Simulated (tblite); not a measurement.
Species: C₅H₁₃GaN₂.
Numbering: `[CH3:1][C:2]#[N+:3][Ga@@H-:4]([CH2:5][CH3:6])[NH:7][CH3:8]` (hydrogens: H9, H10, H11 on C1; H12 on Ga4; H13, H14 on C5; H15, H16, H17 on C6; H18 on N7; H19, H20, H21 on C8)
Bond orders are those of one Lewis drawing.

Computed with GFN2-xTB (tblite), gas phase: L-BFGS steps from a force-field or distance-geometry start until the largest atomic force falls under 0.01 eV/Å.

The end geometry, which sets the zero of energy:
```
atom  x, y, z in Å
C1      2.7404   -2.1080    0.1897
C2      1.8379   -1.0113    0.3340
N3      1.1167   -0.1243    0.4419
Ga4    -0.8981    0.5737    0.3458
C5     -0.6121    2.2405   -0.7767
C6      0.2916    3.2565   -0.0680
N7     -1.6698   -0.9089   -0.4328
C8     -2.0805   -2.1404    0.2238
H9      3.5429   -2.0293    0.9229
H10     2.1982   -3.0408    0.3447
H11     3.1635   -2.0998   -0.8146
H12    -1.0135    0.5292    1.8950
H13    -0.1581    1.9573   -1.7371
H14    -1.5626    2.7266   -1.0312
H15     1.2614    2.8130    0.1628
H16    -0.1600    3.5762    0.8718
H17     0.4579    4.1411   -0.6857
H18    -1.9074   -0.9380   -1.4191
H19    -3.1506   -2.3399    0.0912
H20    -1.5259   -3.0120   -0.1522
H21    -1.8807   -2.0444    1.2933
```

Question: These geometries come from the run, each turned onto the end geometry. Order them by energy, lowest first.
A.
```
atom  x, y, z in Å
C1      3.5015   -1.9678   -0.1541
C2      2.2422   -1.3041   -0.0158
N3      1.2512   -0.7555    0.1693
Ga4    -0.7006    0.2477    0.2303
C5     -0.2143    1.9384   -0.8066
C6     -0.1305    3.1351    0.1602
N7     -1.9010   -1.0125   -0.3776
C8     -2.9339   -1.6316    0.4478
H9      4.1717   -1.5863    0.6153
H10     3.3834   -3.0422   -0.0222
H11     3.9490   -1.7865   -1.1298
H12    -0.6584    0.3113    1.7862
H13     0.7450    1.8123   -1.3246
H14    -0.9400    2.1626   -1.5957
H15    -0.0315    2.8033    1.1980
H16    -1.0390    3.7335    0.1022
H17     0.7228    3.7789   -0.0536
H18    -1.8105   -1.4761   -1.2779
H19    -3.9155   -1.6412   -0.0483
H20    -2.6777   -2.6613    0.7318
H21    -3.0227   -1.0409    1.3646
```
B.
```
atom  x, y, z in Å
C1      2.7832   -2.0214    0.0715
C2      1.7862   -1.0395    0.3541
N3      0.9960   -0.2375    0.5790
Ga4    -0.9530    0.5655    0.3144
C5     -0.4580    2.1654   -0.8374
C6      0.2820    3.2152    0.0007
N7     -1.7304   -0.9327   -0.4282
C8     -2.1459   -2.1206    0.3024
H9      3.6281   -1.8983    0.7492
H10     2.3583   -3.0169    0.1983
H11     3.1237   -1.9035   -0.9571
H12    -1.1978    0.6464    1.8447
H13     0.1821    1.8490   -1.6730
H14    -1.3386    2.6307   -1.2988
H15     1.1866    2.7885    0.4378
H16    -0.3501    3.5594    0.8203
H17     0.5658    4.0824   -0.5994
H18    -1.9741   -1.0150   -1.4094
H19    -3.2182   -2.3207    0.1920
H20    -1.6004   -3.0177   -0.0237
H21    -1.9343   -1.9615    1.3623
```
C.
```
atom  x, y, z in Å
C1      3.2450   -1.9000   -0.1245
C2      2.0881   -1.1751    0.2908
N3      1.1793   -0.5719    0.6469
Ga4    -0.7345    0.3348    0.3262
C5     -0.1244    1.8939   -0.8327
C6     -0.0192    3.1326    0.0629
N7     -1.7792   -1.0128   -0.3702
C8     -2.7310   -1.7962    0.4064
H9      4.0823   -1.6542    0.5289
H10     3.0417   -2.9686   -0.0690
H11     3.4914   -1.6284   -1.1508
H12    -0.9775    0.4900    1.8412
H13     0.8437    1.7160   -1.3196
H14    -0.8387    2.0830   -1.6434
H15     0.7013    2.9457    0.8605
H16    -0.9845    3.3447    0.5277
H17     0.3093    4.0130   -0.4930
H18    -1.8575   -1.2431   -1.3579
H19    -3.7688   -1.5743    0.1234
H20    -2.5677   -2.8746    0.2835
H21    -2.6081   -1.5374    1.4622
```
D.
```
atom  x, y, z in Å
C1      2.9948   -1.8849   -0.0904
C2      1.8825   -1.1339    0.3931
N3      0.9990   -0.5236    0.8002
Ga4    -0.8482    0.4501    0.4614
C5     -0.1661    1.9238   -0.7716
C6      0.1551    3.2225   -0.0218
N7     -1.8162   -0.9020   -0.3261
C8     -2.4853   -2.0150    0.3334
H9      3.8667   -1.6894    0.5339
H10     2.7565   -2.9475   -0.0549
H11     3.2085   -1.5974   -1.1201
H12    -1.1368    0.6017    1.9738
H13     0.7337    1.5962   -1.3128
H14    -0.9157    2.1324   -1.5473
H15     0.9396    3.0560    0.7172
H16    -0.7262    3.5902    0.5051
H17     0.4937    4.0018   -0.7075
H18    -1.9689   -0.9395   -1.3296
H19    -3.5638   -2.0256    0.1332
H20    -2.0744   -2.9849    0.0197
H21    -2.3375   -1.9139    1.4104
```
E.
```
atom  x, y, z in Å
C1      3.5477   -1.9880   -0.1463
C2      2.2338   -1.3120   -0.0367
N3      1.2227   -0.7864    0.0709
Ga4    -0.4491    0.1198    0.2019
C5     -0.3204    1.8320   -0.8035
C6     -0.2217    2.9333    0.2124
N7     -1.7454   -1.0662   -0.4523
C8     -2.7914   -1.4106    0.4585
H9      4.2635   -1.6406    0.6254
H10     3.3713   -3.0675    0.0320
H11     4.0023   -1.7786   -1.1354
H12    -0.7832    0.4577    1.7514
H13     0.6537    1.7713   -1.3595
H14    -1.1476    1.9467   -1.5072
H15    -0.2402    2.5010    1.2533
H16    -1.0786    3.6248    0.0807
H17     0.7513    3.4389    0.0790
H18    -1.9842   -1.0181   -1.4426
H19    -3.7554   -1.5782   -0.0918
H20    -2.5621   -2.3716    1.0027
H21    -2.9756   -0.5905    1.2067
```

Answer: B (0.006 eV), D (0.028 eV), C (0.072 eV), A (0.245 eV), E (1.088 eV).

In the order of the answer:

```json
{"step": "213", "E above end (eV)": "0.006", "largest force (eV/Å)": "0.01", "rms force component (eV/Å)": "0.005", "rms distance from end (Å)": "0.197", "rms bond change (Å)": "0.002", "bond most changed (Å)": "N3–Ga4 -0.010"}
{"step": "126", "E above end (eV)": "0.028", "largest force (eV/Å)": "0.04", "rms force component (eV/Å)": "0.013", "rms distance from end (Å)": "0.546", "rms bond change (Å)": "0.005", "bond most changed (Å)": "N3–Ga4 -0.019"}
{"step": "74", "E above end (eV)": "0.072", "largest force (eV/Å)": "0.13", "rms force component (eV/Å)": "0.036", "rms distance from end (Å)": "0.734", "rms bond change (Å)": "0.004", "bond most changed (Å)": "Ga4–H12 -0.012"}
{"step": "40", "E above end (eV)": "0.245", "largest force (eV/Å)": "0.15", "rms force component (eV/Å)": "0.047", "rms distance from end (Å)": "0.958", "rms bond change (Å)": "0.014", "bond most changed (Å)": "N3–Ga4 +0.061"}
{"step": "0", "E above end (eV)": "1.088", "largest force (eV/Å)": "2.57", "rms force component (eV/Å)": "0.656", "rms distance from end (Å)": "1.032", "rms bond change (Å)": "0.059", "bond most changed (Å)": "N3–Ga4 -0.228"}
```

The cost below is that of the whole relaxation. Time: 3.2 s wall. Hardware: one thread of an Arm Neoverse N1, shared host with 64 logical CPUs at a one-minute load of 62.
